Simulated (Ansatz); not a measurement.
`[SiH3][SiH2]B1C[SiH2]1` + H₂ → `[SiH3]B1C[SiH2]1` + SiH₄ at 600 K and 1 bar (hydrogenolysis of the Si–Si bond).

Gas-phase electronic energies from Ansatz, PBE0-D4/def2-TZVP geometries. CCSD(T)/CBS adds triple-zeta CCSD(T) − MP2 to the extrapolated MP2 energy (def2 sets, frozen cores). This one scheme is used for every species. Each species was taken in one conformer, which may not be the lowest.

| species | CCSD(T)/CBS energy (Eh) | H − E (kJ/mol) | S (J/(mol·K)) |
| --- | --- | --- | --- |
| `[SiH3][SiH2]B1C[SiH2]1` | -935.41977 | 316.0 | 534.9 |
| H₂ | -1.17544 | 43.9 | 150.8 |
| `[SiH3]B1C[SiH2]1` | -645.13652 | 249.7 | 439.8 |
| SiH₄ | -291.46306 | 108.7 | 242.3 |

H − E and S are ideal-gas, rigid-rotor, harmonic terms from PBE0-D4/def2-TZVP, for one conformer and one mirror image of each species. For small species the MP2-based limit differs from directly extrapolated CCSD(T) by up to some mEh (0.8 for H₂); such offsets cancel only in part. 1 Eh = 2625.50 kJ/mol, R = 8.31446 J/(mol·K).

Q: By hand: ΔE, ΔH, ΔS and ΔG.

A: ΔE = (-645.13652) + (-291.46306) − (-935.41977) − (-1.17544) = -0.00437 Eh = -11.5 kJ/mol. Δ(H − E) = 249.7 + 108.7 − 316.0 − 43.9 = -1.5, so ΔH = -13.0 kJ/mol. ΔS = 439.8 + 242.3 − 534.9 − 150.8 = -3.6 J/(mol·K). ΔG = -13.0 − 600 × (-3.6)/1000 = -10.8 kJ/mol.

Q: By hand: the equilibrium constant, and the temperature at which ΔG would vanish if ΔH and ΔS stayed fixed.

A: log₁₀ K = −ΔG/(RT ln 10) = 0.9. ΔG = 0 at ΔH/ΔS = 3611 K, far beyond where these terms or the molecules hold.

The number of gas molecules stays the same, so ΔS is small and ΔH decides. A doubt of 5 kJ/mol in ΔE shifts log₁₀ K by 0.4 here. Other conformers and mirror images would add mixing entropy, several J/(mol·K) or more a flexible species. Modes under 60 cm⁻¹, often nearly free rotors, make the harmonic entropy too high. These are equilibria of isolated gas molecules and say nothing of rates. Largest T1 diagnostic: 0.015 (customary marks: 0.02 for closed shells, 0.045 for open ones).
